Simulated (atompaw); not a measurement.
S (Z = 16): one change to a PAW (atompaw) potential, before and after

```json
{
 "Element": "S",
 "Generator": "atompaw 4.2.0.5",
 "Type": "PAW",
 "Functional": "PBEsol",
 "Relativity": "scalar-relativistic",
 "Frozen core": "[Ne]",
 "Valence charge": "6",
 "Reference configuration": "3s2 3p4",
 "Partial waves": "3s (bound): rc 1.45 bohr; 3s channel at 2 Ry: rc 1.45 bohr; 3p (bound): rc 1.25 bohr; 3p channel at 4.3 Ry: rc 1.45 bohr",
 "Local potential": "troulliermartins scheme with l = 2 at 0 Ry, radius 1.30 bohr",
 "Core correction": "smooth core density matched at 1.35 bohr",
 "Augmentation charge": "sinc compensation charge, radius 1.30 bohr; PAW radius 1.45 bohr; waves and projectors: custom rrkj gramschmidtortho"
}
```

Change: wave 3s (bound): rc 1.45 bohr becomes 3s (bound): rc 1.20 bohr.

Cutoffs: the cutoffs (Ry, on a coarse ladder) from which the occupation-weighted sum of valence levels, in a spherical-Bessel basis at the reference potential, stays within 10 and 1 mRy of its value at 400 Ry; they do not see the model core or the augmentation charge, which bear on the density cutoff.

Problem. What does the change do?

Solution. The potential gets harder (21 Ry and 60 Ry → 45 Ry and 60 Ry); the bound ghosts move from p to p, s.

| quantity | base | changed |
| --- | --- | --- |
| cutoff, loose | 21 Ry | 45 Ry |
| cutoff, tight | 60 Ry | 60 Ry |
| loose cutoff by channel (10 mRy a level) | s 12 Ry, p 10 Ry | s 21 Ry, p 10 Ry |
| bound ghosts | p | s, p |
| s: phases at 1.46 bohr within 0.05 rad from the reference energy up to (Ry; the scan ends near 5) | to the end of the scan | to the end of the scan |
| p: phases at 1.46 bohr within 0.05 rad from the reference energy up to (Ry; the scan ends near 5) | to the end of the scan | to the end of the scan |
| lowest overlap eigenvalue by channel | s 0.40, p 0.47 | s 0.02, p 0.47 |

 A true bound ghost makes a file unfit for plane-wave use even where its test errors are small: the radial tests pick states by their node count and pass the ghost by. The cutoffs see the waves, projectors and local potential, not the compensation charge or the core.
